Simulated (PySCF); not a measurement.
Run times: praseodymium in x2c-TZVPall-2c with one added diffuse shell each of s, p, d, f type

Measured wall times of calculations with PySCF 2.14 in x2c-TZVPall-2c with one added diffuse shell each of s, p, d, f type (12s12p11d5f1g, 147 functions), with two-component X2C-1e, run from one Python driver. Hardware: 1 thread of Neoverse-V2 on a shared host, 3 GiB allowed. The two-electron integrals over 147 functions were computed once and kept in memory (16 CPU seconds with the set-up); the times below exclude them.

Launch command (the driver calls PySCF for each step listed in the task file):

```bash
OMP_NUM_THREADS=1 python sorun2.py TASK.json OUT
```

```csv
species,step,iterations,wall time (s)
Pr [Xe] 4f3 6s2,"GHF, spin-free",12,24
Pr [Xe] 4f3 6s2,"GMP2 (31 electrons), spin-free",,17
Pr [Xe] 4f3 6s2,"GMP2 (31 electrons), screened spin-orbit",,14
Pr⁺ [Xe] 4f3 6s1,"GHF, spin-free",9,20
Pr⁺ [Xe] 4f3 6s1,"GMP2 (30 electrons), spin-free",,14
Pr⁺ [Xe] 4f3 6s1,"GHF, screened spin-orbit",20,62
Pr⁺ [Xe] 4f3 6s1,"GMP2 (30 electrons), screened spin-orbit",,14
```

(1) Roughly how long does GHF, screened spin-orbit take for Pr [Xe] 4f3 6s2 here?

Peak memory of the process: 1.1 GiB. Times on a shared host vary from run to run.

Answers

(1) About 110 s.
